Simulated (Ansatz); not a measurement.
A nudged elastic band was laid between two geometries of ClFH₈N₃OTa (15 atoms, charge 0, multiplicity 1).

Method: RKS PBE/def2-SVP in Ansatz.

* movable images: 5
* climbing image: yes
* spring: 5.0 eV/Å²
* optimiser: quadratic models (default)
* start path: through a guess of the saddle point
* force threshold: 0.03 eV/Å
* iteration limit: 60
* end points: relaxed

Initial state:

```xyz
15
Properties=species:S:1:pos:R:3
Ta -0.248 -0.427 -0.231
N 2.060 0.071 -0.234
H 2.272 0.257 0.757
H 2.374 0.882 -0.783
O 0.146 -0.363 1.719
H 0.389 -1.254 2.040
N 0.125 -0.073 -2.185
H -0.626 -0.307 -2.847
H 0.930 0.265 -2.719
N -0.658 1.503 0.160
H -0.728 1.874 1.113
H -0.841 2.240 -0.528
Cl -2.414 -1.283 -0.589
F 0.556 -2.215 -0.044
H 2.603 -0.755 -0.523
```

Final state:

```xyz
15
Properties=species:S:1:pos:R:3
Ta -0.103 -0.494 -0.254
N 2.174 -0.005 -0.048
H 2.363 -0.034 0.966
H 2.452 0.916 -0.407
O 0.245 -0.541 1.702
H -0.428 -0.864 2.328
N -0.137 0.002 -2.223
H 0.123 -0.697 -2.931
H -0.418 0.865 -2.701
N -0.473 1.482 -0.062
H -0.569 1.915 0.863
H -0.564 2.202 -0.786
Cl -2.230 -1.494 0.079
F 0.758 -2.109 -0.915
H 2.745 -0.730 -0.505
```

(1) What changes between the two ends?

(2) What energy profile does the band end with?

(3) What is the geometry of the highest image?

(4) What are the harmonic wavenumbers there?

## Answers

(1) No bond is made or broken.

(2) The forces met the threshold. The highest image is number 3 of 0 to 6, 0.088 eV above the first end and 0.177 eV above the last; the last end lies 0.089 eV below the first. A vibrational analysis at the climbing image gives one clearly imaginary mode, 185i cm⁻¹: a first-order saddle point.

```tsv
image	path coordinate (Å)	energy (eV)
0	0.00	0.000
1	0.47	0.015
2	0.94	0.057
3	1.41	0.088
4	2.01	0.010
5	2.61	-0.080
6	3.21	-0.089
```

(3) 
```xyz
15
Properties=species:S:1:pos:R:3
Ta -0.201 -0.468 -0.243
N 2.113 0.017 -0.175
H 2.348 0.303 0.785
H 2.468 0.721 -0.833
O 0.172 -0.361 1.706
H 0.084 -1.225 2.155
N -0.001 0.096 -2.175
H -0.225 -0.606 -2.895
H 0.325 0.948 -2.641
N -0.610 1.481 0.082
H -0.598 1.896 1.021
H -0.847 2.190 -0.619
Cl -2.335 -1.476 -0.304
F 0.651 -2.230 -0.390
H 2.595 -0.873 -0.367
```

(4) 185i, 99, 120, 121, 134, 162, 189, 204, 216, 225, 282, 292, 331, 351, 449, 471, 502, 551, 557, 570, 594, 601, 606, 616, 646, 673, 1116, 1446, 1463, 1542, 1587, 3378, 3433, 3453, 3504, 3531, 3551, 3560, 3714 cm⁻¹.

Time of the run: 120 s on 4 threads of AMD EPYC 9R45 96-Core Processor (Zen 5), with other jobs on the host, peak memory 0.27 GiB.
